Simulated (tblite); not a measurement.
2-bromo-1,1-difluoroethane, C2H3BrF2.
Z-matrix (Å and degrees, GFN2-xTB geometry), rows numbered from 1:
```
F 
C   1  1.3550
F   2  1.3486  1  106.35
C   2  1.5194  1  109.18  3   120.00
Br  4  1.9355  2  110.43  1   165.54
H   2  1.1009  1  108.02  3  -116.00
H   4  1.0894  2  109.54  1    46.87
H   4  1.0901  2  110.27  1   -74.97
```

Computed with GFN2-xTB (tblite): harmonic, unscaled wavenumbers at the GFN2-xTB geometry, gas phase. The method is semi-empirical: single wavenumbers can be off by several per cent or more. One conformer, not necessarily the lowest.

Harmonic wavenumbers (cm⁻¹): 62.3, 175.3, 312.1, 424.8, 505.7, 685.2, 842.8, 993.3, 1028.2, 1097.6, 1143.0, 1215.1, 1268.3, 1291.9, 1405.1, 2904.2, 3003.4, 3010.2.

A = 8882, B = 1356, C = 1231 MHz; mass 143.939 u (most abundant isotopes); point group C1, symmetry number 1.

Q: Zero-point energy?

A: Half the sum of the wavenumbers: 10684 cm⁻¹ = 30.55 kcal/mol.

Q: Give the ideal-gas entropy at 273.15 K and 1 bar in the rigid-rotor, harmonic-oscillator model (classical rotation).

A: Translation 40.39, rotation 27.21, vibration 9.58: S = 77.2 cal/(mol K).

Q: And Cp and H(273.15 K) − H(0)?

A: Cp = 18.40 cal/(mol K), of which vibrations give 10.45 (their classical limit is 18 R = 35.8); H(273.15 K) − H(0) = 3.57 kcal/mol without the zero-point energy, 1.40 from vibrations.

Q: Which modes carry the vibrational entropy at 273.15 K?

A: 62.3 cm⁻¹: 4.21; 175.3 cm⁻¹: 2.21; 312.1 cm⁻¹: 1.21; 424.8 cm⁻¹: 0.76; 505.7 cm⁻¹: 0.54; 685.2 cm⁻¹: 0.25 cal/(mol K); the other 12 give 0.40 together.

Q: How do the functions run with temperature in this model?

A: 
| T (K) | S (cal/(mol K)) | Cp (cal/(mol K)) | H − H(0) (kcal/mol) | G − H(0) (kcal/mol) | ln q(vib) |
| --- | --- | --- | --- | --- | --- |
| 50 | 55.3 | 9.8 | 0.44 | -2.33 | 0.19 |
| 100 | 62.7 | 11.7 | 0.98 | -5.29 | 0.62 |
| 298.15 | 78.8 | 19.4 | 4.05 | -19.46 | 2.48 |
| 373.15 | 83.5 | 22.4 | 5.61 | -25.55 | 3.19 |
| 500 | 90.7 | 26.6 | 8.73 | -36.61 | 4.41 |
| 750 | 102.6 | 32.1 | 16.13 | -60.83 | 6.75 |
| 1000 | 112.3 | 35.4 | 24.59 | -87.73 | 8.93 |

q(vib) and H(0) count from the zero-point level.

Q: What must be added to the electronic energy to get the Gibbs energy at 273.15 K and 1 bar?

A: ZPE + [H(273.15 K) − H(0)] − T·S = 30.55 + 3.57 − 21.08 = 13.04 kcal/mol.

Q: Blend soft modes into free rotors: weight 1/[1 + (100 cm⁻¹/ν̃)⁴] for the oscillator and the rest for a rotor with moment μB/(μ + B), μ = h/(8π²ν), B = 10⁻⁴⁴ kg m². What vibrational entropy results?

A: 8.74 cal/(mol K) in place of 9.58, which changes −T·S at 273.15 K by +0.23 kcal/mol.

Hindered rotation and anharmonicity are outside this model. Other conformers, if any are populated, would add a mixing term that is left out. The structure is chiral; the term R ln 2 for an equal mix with its mirror image is left out.

Run on an x86-64 server with one thread (shared host). The figure is for the frequency step alone.
